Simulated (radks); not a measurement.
Ionisation of the oxygen ion O4+, [He] 2s2, to [He] 2s1 as the strength of local exchange is varied. Calculated with a radial shooting solver on a logarithmic mesh with Libxc functionals: scalar-relativistic Kohn-Sham, Slater X-alpha exchange (alpha = 2/3 is LDA exchange), no correlation, spin-polarised, spherical densities, point nucleus.

alpha  E(O4+) (hartree)  exchange (hartree)  IE (eV)  -e of the level emptied (eV)  <r> of it (bohr)
0.667         -67.56139            -5.17217   110.03                   100.54 (2s)            0.9360
0.727         -68.02762            -5.66000   111.29                   102.05 (2s)            0.9304
0.767         -68.33948            -5.98729   112.14                   103.07 (2s)            0.9267
0.887         -69.28001            -6.97908   114.70                   106.14 (2s)            0.9159
0.991         -70.10116            -7.85067   116.95                   108.83 (2s)            0.9066

NIST Atomic Spectra Database: 113.90 eV (measured). The Delta-SCF value meets it near alpha = 0.85.
